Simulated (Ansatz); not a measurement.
Consider the redistribution: `N[SiH2]C(F)[TeH]` + `CB1N[SiH2]1` → `[TeH]B1N[SiH2]1` + `CC(F)[SiH2]N`.

Program: Ansatz. Geometries: PBE0-D4/def2-TZVP. ΔE: electronic, gas phase. CCSD(T)/CBS is the MP2 limit (def2-TZVPP, def2-QZVPP) plus CCSD(T) − MP2 in def2-TZVPP, frozen cores. Functionals use def2-TZVPP. def2 core potentials past Kr. For Te outer-core shells are correlated without core-valence functions, which leaves a few kJ/mol of doubt a bond. Each species was taken in one conformer, which may not be the lowest.

```json
{"level": "PBE-D4", "ΔE (kcal/mol)": "-8.2"}
{"level": "HF/def2-QZVPP", "ΔE (kcal/mol)": "-12.9"}
```

(1) What does CCSD(T)/CBS give? (Best estimate.)

Largest T1 diagnostic among the species: 0.013.

Answers

(1) Ansatz gave: -9.7 kcal/mol. The listed levels differ from it by 1.5, -3.2 kcal/mol.

From PBE to PBE0 (25 % exact exchange), in def2-TZVPP and without D4, ΔE moves by −1.5 kcal/mol. In def2-TZVPP, CCSD(T) changes the Hartree–Fock value by +2.6 kcal/mol (the triples alone add +0.5 kcal/mol) and MP2 by +2.1 kcal/mol.
